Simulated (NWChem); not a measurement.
Molecule: BH2Cl; SMILES BCl

```xyz
4

B      0.0000     0.0000     1.1808
H      0.0000    -1.0495     1.7419
H      0.0000     1.0495     1.7419
Cl     0.0000     0.0000    -0.5522
```
Atoms are numbered in this order, from 1.

All runs: NWChem. Structure relaxed at the PBE0-D3(BJ)/def2-TZVP level. Ions are spin-unrestricted doublets at the neutral geometry; other ion states weren't tried. Functional: LC-ωPBE (HJS hole) with def2-SVP; the question gives the range parameter ω in 1/bohr.

Problem. Estimate the computed values for range parameter (1/bohr) 0.50. Quantities: vertical ionisation energy, ΔSCF (eV); −ε(HOMO) (eV).

Solution. 
```
Quantity                               Result
-------------------------------------  ------
vertical ionisation energy, ΔSCF (eV)   11.77
−ε(HOMO) (eV)                           11.83
```
